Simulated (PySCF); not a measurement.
HBF₂ (SMILES FBF), singlet, at a GFN2-xTB geometry; BHANDHLYP/6-31G, TDA run with PySCF.

Here is a job for PySCF.
```python
from pyscf import gto, scf, dft, tdscf

mol = gto.Mole()
mol.atom = '''
    B    -0.25925993   -0.38452831    0.08683966
    H    -0.90079655   -1.33604053    0.30172369
    F     0.86442358   -0.14997585    0.70970275
    F    -0.62030178    0.51205163   -0.79147185
'''
mol.basis = '6-31g'
mol.verbose = 4
mol.build()

mf = dft.RKS(mol)
mf.xc = 'bhandhlyp'
mf.kernel()
td = mf.TDA()
td.nstates = 15
td.kernel()
td.analyze()
```

Output, abridged:

```
PySCF version 2.14.0

[INPUT] verbose = 4
[INPUT] num. atoms = 4
[INPUT] num. electrons = 24
[INPUT] charge = 0
[INPUT] spin (= nelec alpha-beta = 2S) = 0
[INPUT] symmetry False subgroup None
[INPUT] Mole.unit = angstrom
[INPUT] Symbol           X                Y                Z      unit          X                Y                Z       unit  Magmom
[...]
nuclear repulsion = 62.5031187723783
number of shells = 17
number of NR pGTOs = 70
number of NR cGTOs = 29
basis = 6-31g
ecp = {}

******** <class 'pyscf.dft.rks.RKS'> ********
method = RKS
initial guess = minao
damping factor = 0
level_shift factor = 0
DIIS = <class 'pyscf.scf.diis.CDIIS'>
diis_start_cycle = 1
diis_space = 8
diis_damp = 0
SCF conv_tol = 1e-09
SCF conv_tol_grad = None
SCF max_cycles = 50
direct_scf = True
direct_scf_tol = 1e-13
XC library pyscf.dft.libxc version 7.1.2
    S. Lehtola, C. Steigemann, M. J. T. Oliveira, and M. A. L. Marques,  SoftwareX 7, 1–5 (2018)
XC functionals = bhandhlyp
    A. D. Becke,  J. Chem. Phys. 98, 1372 (1993)
    Defined through Gaussian implementation.
radial grids:
    Treutler-Ahlrichs [JCP 102, 346 (1995); DOI:10.1063/1.469408] (M4) radial grids

becke partition: Becke, JCP 88, 2547 (1988); DOI:10.1063/1.454033
pruning grids: <function nwchem_prune>
grids dens level: 3
symmetrized grids: False
atomic radii adjust function: <function treutler_atomic_radii_adjust>
small_rho_cutoff = 0
Set gradient conv threshold to 3.16228e-05
Initial guess from minao.
tot grids = 52384
init E= -225.336570828543
[...]
cycle= 1 E= -225.023242969245  delta_E= 0.313  |g|= 0.621  |ddm|= 1.73
[...]
cycle= 2 E= -225.02161116686  delta_E= 0.00163  |g|= 0.692  |ddm|= 0.835
[...]
cycle= 3 E= -225.097032833979  delta_E= -0.0754  |g|= 0.0131  |ddm|= 0.405
[...]
cycle= 4 E= -225.097106420449  delta_E= -7.36e-05  |g|= 0.00326  |ddm|= 0.0227
[...]
cycle= 5 E= -225.097110417767  delta_E= -4e-06  |g|= 0.000301  |ddm|= 0.00502
[...]
cycle= 6 E= -225.097110461538  delta_E= -4.38e-08  |g|= 3.34e-05  |ddm|= 0.000622
[...]
cycle= 7 E= -225.097110462167  delta_E= -6.29e-10  |g|= 2.83e-06  |ddm|= 8.01e-05
[...]
Extra cycle  E= -225.097110462171  delta_E= -3.87e-12  |g|= 9.31e-07  |ddm|= 4.75e-06
converged SCF energy = -225.097110462171

******** <class 'pyscf.tdscf.rks.TDA'> for <class 'pyscf.dft.rks.RKS'> ********
nstates = 15 singlet
deg_eia_thresh = 1.000e-03
wfnsym = None
conv_tol = 1e-05
eigh lindep = 1e-12
eigh level_shift = 0
eigh max_cycle = 100

Excitation energies (eV)
[...]
Excited State   2:     10.37388 eV    119.52 nm  f=0.0000
Excited State   3:     12.03266 eV    103.04 nm  f=0.0697
Excited State   4:     13.27939 eV     93.37 nm  f=0.0246
Excited State   5:     13.27983 eV     93.36 nm  f=0.0000
Excited State   6:     13.56066 eV     91.43 nm  f=0.0000
Excited State   7:     14.21984 eV     87.19 nm  f=0.4615
Excited State   8:     14.36955 eV     86.28 nm  f=0.0181
Excited State   9:     14.94658 eV     82.95 nm  f=0.0000
Excited State  10:     15.49016 eV     80.04 nm  f=0.0340
Excited State  11:     15.84155 eV     78.27 nm  f=0.4512
Excited State  12:     15.91856 eV     77.89 nm  f=0.0049
Excited State  13:     16.18671 eV     76.60 nm  f=0.2401
Excited State  14:     17.43258 eV     71.12 nm  f=0.2640
Excited State  15:     17.69675 eV     70.06 nm  f=0.0325
[...]
  7         0.6324      0.9380     -0.2119      1.3246      0.4615
  8        -0.1522      0.0676     -0.1537      0.0514      0.0181
  9        -0.0000     -0.0000      0.0000      0.0000      0.0000
 10         0.1489     -0.1485     -0.2128      0.0895      0.0340
 11         0.7235     -0.3226      0.7314      1.1625      0.4512
 12         0.0619      0.0918     -0.0207      0.0127      0.0049
 13         0.3873     -0.3861     -0.5534      0.6053      0.2401
 14        -0.3913      0.3902      0.5591      0.6180      0.2640
 15        -0.1839      0.0819     -0.1859      0.0751      0.0325

** Transition velocity dipole moments (imaginary part, AU) **
state          X           Y           Z        Dip. S.      Osc.
  1         0.0516     -0.0514     -0.0737      0.0107      0.0210
  2         0.0000     -0.0000     -0.0000      0.0000      0.0000
  3         0.0189     -0.0084      0.0191      0.0008      0.0012
  4         0.0362     -0.0361     -0.0518      0.0053      0.0072
  5         0.0008     -0.0008     -0.0012      0.0000      0.0000
  6         0.0596      0.0885     -0.0200      0.0118      0.0158
  7         0.2514      0.3728     -0.0842      0.2093      0.2670
  8        -0.0267      0.0118     -0.0269      0.0016      0.0020
  9        -0.0000      0.0000      0.0000      0.0000      0.0000
 10         0.0437     -0.0436     -0.0624      0.0077      0.0090
 11         0.2925     -0.1304      0.2957      0.1899      0.2175
 12         0.0189      0.0281     -0.0063      0.0012      0.0014
 13         0.2307     -0.2300     -0.3297      0.2148      0.2408
 14        -0.1762      0.1757      0.2518      0.1253      0.1304
 15        -0.1400      0.0624     -0.1415      0.0435      0.0446

** Transition magnetic dipole moments (imaginary part, AU) **
state          X           Y           Z
  1        -0.8299      0.3701     -0.8391
  2         0.2565      0.3805     -0.0860
  3        -0.0557      0.0555      0.0795
  4        -0.3827      0.1431     -0.3677
  5         0.6021      0.9096     -0.2133
  6        -0.0001     -0.0000      0.0001
  7        -0.0002      0.0001      0.0002
  8        -0.6139      0.6120      0.8770
  9        -0.3441     -0.5104      0.1152
 10         0.0260     -0.0115      0.0262
 11         0.6290     -0.6270     -0.8986
 12         0.0000     -0.0000     -0.0000
 13        -0.0923      0.0411     -0.0932
 14         0.0997     -0.0445      0.1008
 15        -0.1728      0.1723      0.2469
```
